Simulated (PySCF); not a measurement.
One of the candidates below gave these computed data.

All candidates are C5H6O2.

| technique | computed result |
| --- | --- |
| Rotational structure | rotational constants A, B, C: 7.594, 2.190, 1.718 GHz [GFN2-xTB] |
| 1H NMR | chemical shifts (computed TMS as zero) by class: 6.95 (1 H), 6.60 (1 H), 5.54 (1 H), 4.05 (3 H) ppm [GIAO PBE0/pcSseg-1] |
| NMR, other nuclei | isotropic shieldings of nuclei other than C and H, by class: 59 (1 O), 244 (1 O) ppm [GIAO PBE0/pcSseg-1] |
| Dipole | 1.16 D [PBE0/pcSseg-1] |
| 13C NMR | chemical shifts (computed TMS as zero) by class: 168.1 (1 C), 135.1 (1 C), 119.4 (1 C), 88.2 (1 C), 56.1 (1 C) ppm [GIAO PBE0/pcSseg-1] |

The electronic properties come from PySCF, for the isolated species, density fitting. Levels stand in brackets. The structure is a single GFN2-xTB conformer in the gas phase; no vibrational or solvent corrections. NMR classes are plain means over equivalent atoms (diastereotopic ones count apart unless rotation or inversion swaps them), as if these changed places fast.

Question: Which candidate is it?
A. `C=CC(=C)C(=O)O`
B. `CC1=CO[C@H]1C=O`
C. `CC1=CCOC1=O`
D. `COc1ccco1`
E. `C=CCC(=O)C=O`

Answer: D. It is `COc1ccco1`. Numbering: `[CH3:1][O:2][c:3]1[cH:4][cH:5][cH:6][o:7]1`. Its formula, C5H6O2, gives 3 degrees of unsaturation: 1 ring and 2 π bonds in the structure found (Kekulé form). 5 carbons fall into 5 classes; from least to most shielded: aromatic carbon bearing oxygen [C3] (168.1 ppm), aromatic CH next to a ring oxygen [C6] (135.1 ppm), aromatic CH carbon [C5] (119.4 ppm), aromatic CH carbon [C4] (88.2 ppm), methoxy carbon [C1] (56.1 ppm). Hydrogen classes from least to most shielded: 1 H on an aromatic CH next to a ring oxygen, C6 (6.95 ppm), 1 H on an aromatic CH carbon, C5 (6.60 ppm), 1 H on an aromatic CH carbon, C4 (5.54 ppm), 3 H on a methoxy carbon, C1 (4.05 ppm). The other shieldings belong to: 59 ppm, furan-type oxygen [O7]; 244 ppm, aryl ether oxygen [O2]. The optimised geometry has point group Cs and is an asymmetric top.

The others, at the same levels:
- `CC1=CO[C@H]1C=O` fails: its computed 13C shifts are 204.2 (1 C), 162.7 (1 C), 126.5 (1 C), 94.3 (1 C), 11.9 (1 C) ppm, 1H shifts are 9.77 (1 H), 7.06 (1 H), 5.13 (1 H), 1.85 (3 H) ppm and rotational constant A is 3.947 GHz (against 7.594 GHz).
- `C=CC(=C)C(=O)O` fails: its computed 13C shifts are 169.9 (1 C), 140.8 (1 C), 140.3 (1 C), 140.2 (1 C), 131.3 (1 C) ppm, 1H shifts are 7.39 (1 H), 6.93 (1 H), 6.55 (1 H), 6.15 (1 H), 6.04 (1 H), 5.83 (1 H) ppm and rotational constant A is 4.118 GHz (against 7.594 GHz).
- `CC1=CCOC1=O` fails: its computed 13C shifts are 177.4 (1 C), 150.8 (1 C), 141.1 (1 C), 72.6 (1 C), 14.5 (1 C) ppm, 1H shifts are 7.08 (1 H), 4.87 (2 H), 2.11 (3 H) ppm and rotational constant A is 4.001 GHz (against 7.594 GHz).
- `C=CCC(=O)C=O` fails: its computed 13C shifts are 202.9 (1 C), 197.6 (1 C), 139.1 (1 C), 125.7 (1 C), 46.7 (1 C) ppm, 1H shifts are 9.31 (1 H), 6.51 (1 H), 5.57 (1 H), 5.48 (1 H), 3.61 (2 H) ppm and rotational constant A is 5.437 GHz (against 7.594 GHz).

Each candidate is one conformer, not necessarily the lowest. Dipoles, sizes and rotational constants follow the conformer. The torsions of the flexible species, by atom-mapped SMILES:
- `[CH3:1][O:2][c:3]1[cH:4][cH:5][cH:6][o:7]1`: C1–O2–C3–C4 180°
- `[CH3:1][C:2]1=[CH:3][O:4][C@H:5]1[CH:6]=[O:7]`: O4–C5–C6–O7 -170°
- `[CH2:1]=[CH:2][C:3](=[CH2:4])[C:5](=[O:6])[OH:7]`: C1–C2–C3–C4 180°, C2–C3–C5–O6 0°, H–O7–C5–C3 180°
- `[CH2:1]=[CH:2][CH2:3][C:4](=[O:5])[CH:6]=[O:7]`: C1–C2–C3–C4 127°, C2–C3–C4–O5 7°, C3–C4–C6–O7 -5°
